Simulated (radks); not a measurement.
Question: All-electron atom: Kr29+ in [He] 2s2 2p3 (the NIST ground configuration). Method: Dirac Kohn-Sham, PW91, spin-unpolarised, spherical densities, point nucleus; open shells are shared between the two j in proportion to 2j + 1; computed with a radial shooting solver on a logarithmic mesh with Libxc functionals.

Spin-orbit splittings of the eigenvalues, e(l+1/2) - e(l-1/2), with zeta = 2 splitting/(2l+1) and mean radii in bohr:

| shell | occ. | splitting (eV) | zeta (eV) | <r> j=l-1/2 | <r> j=l+1/2 |
|---|---|---|---|---|---|
| 2p | 3 | 61.34 | 40.89 | 0.1480 | 0.1516 |
| 3p | 0 | ? | ? | 0.3901 | 0.3951 |

Estimate the 3p splitting.

Answer: 16.49 eV (zeta = 10.99 eV).
